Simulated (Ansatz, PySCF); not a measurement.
This PySCF input computes a SVWN5/def2-TZVPD energy:

```python
from pyscf import gto, scf, dft

mol = gto.M(
    atom='''
    B     0.04399844   -0.14275734    0.03148584
    Cl    0.30843593    1.56635425   -0.31279510
    Cl    1.41046120   -1.20699701    0.30909203
    O    -1.19241771   -0.67937469    0.09195238
    C    -2.37763690   -0.04852216   -0.08809955
    H    -3.24637801   -0.67600521    0.00643444
    H    -2.38970237    1.00684932   -0.30793326
    ''',
    basis='def2-tzvpd',
    charge=0,
    spin=1,
    verbose=4,
)

mf = dft.UKS(mol, xc='svwn').density_fit(auxbasis='def2-universal-jkfit')
mf.grids.level = 3
mf.conv_tol = 1e-9
mf.max_cycle = 100
mf.max_memory = 1500
mf.kernel()
if not mf.converged:
    mf = mf.newton()
    mf.kernel(mf.make_rdm1())
for _ in range(2):
    mo, _, stable, _ = mf.stability(return_status=True)
    if stable:
        break
    mf.kernel(mf.make_rdm1(mo, mf.mo_occ))
mf.analyze()
```

### Question
Write an input for the same energy in Ansatz (a first-principles code) and say what it gives.

### Answer

Ansatz 0.2 input:
```yaml
crystal:
  periodic: [false, false, false]
  atoms:
    - {symbol: B, position_ang: [0.04399844, -0.14275734, 0.03148584]}
    - {symbol: Cl, position_ang: [0.30843593, 1.56635425, -0.31279510]}
    - {symbol: Cl, position_ang: [1.41046120, -1.20699701, 0.30909203]}
    - {symbol: O, position_ang: [-1.19241771, -0.67937469, 0.09195238]}
    - {symbol: C, position_ang: [-2.37763690, -0.04852216, -0.08809955]}
    - {symbol: H, position_ang: [-3.24637801, -0.67600521, 0.00643444]}
    - {symbol: H, position_ang: [-2.38970237, 1.00684932, -0.30793326]}
basis:
  gaussian:
    orbitals: def2-TZVPD
hamiltonian:
  xc: {name: SVWN5}
magnetization: {spin_polarized: true, initial_magnetization: 1}
output: {forces: true}
```
It gives -1055.80271 Eh, and PySCF -1055.80278 Eh, a difference of 0.07 mEh, from the treatment of integrals and grids.

It need not be the lowest isomer of its formula.
